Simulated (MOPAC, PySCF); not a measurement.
H₁₀SSi₅, SMILES `[SiH2]1[SiH2][SiH2]S[SiH2][SiH2]1`, neutral singlet in the gas phase. 

Cartesian coordinates (Å):
```xyz
16

Si     0.3096    -1.8333    -0.5682
Si     1.9438    -0.5640     0.5354
Si     1.4460     1.6995     0.1646
S     -0.4192     2.2146     1.1276
Si    -1.8494     1.2475    -0.1726
Si    -1.7893    -1.0761     0.1534
H      0.4220    -1.5569    -2.0365
H      0.4877    -3.3017    -0.3399
H      1.8878    -0.8226     2.0079
H      3.3148    -0.8967     0.0308
H      1.3637     1.9824    -1.3030
H      2.4635     2.5986     0.7847
H     -3.1720     1.8255     0.2080
H     -1.5554     1.5820    -1.6017
H     -1.9603    -1.3505     1.6141
H     -2.8932    -1.7483    -0.6045
```
Charge 0, spin multiplicity 1.

All levels are single points at this geometry (PBE0-D3(BJ)/def2-SVP); Pople sets use spherical d functions. Orbital energies aren't observables, and empty levels follow the basis.

```
level                            HOMO (eV)  LUMO (eV)  gap (eV)  dipole (D)  vertical IE, Delta-SCF (eV)
-------------------------------  ---------  ---------  --------  ----------  ---------------------------
ωB97X-D3(BJ)/def2-TZVP in PySCF      -9.27       1.06     10.33        1.15                         8.97
B3LYP/6-31G* in PySCF                -6.70      -0.79      5.91        1.51                         8.53
B3LYP/LANL2DZ in PySCF               -6.74      -0.71      6.03        2.10                            –
M06-2X/6-31G* in PySCF               -7.94       0.02      7.96        1.68                            –
SVWN5/6-31G* in PySCF                -5.90      -1.67      4.22        1.43                         8.34
HF/6-31G* in PySCF                   -9.45       2.46     11.91        1.88                         8.13
HF/STO-3G in PySCF                   -6.07       9.60     15.68        1.56                            –
PM3 in MOPAC                         -8.50      -2.10      6.40        1.72                            –
PM7 in MOPAC                         -9.25      -0.88      8.36        2.14                            –
```
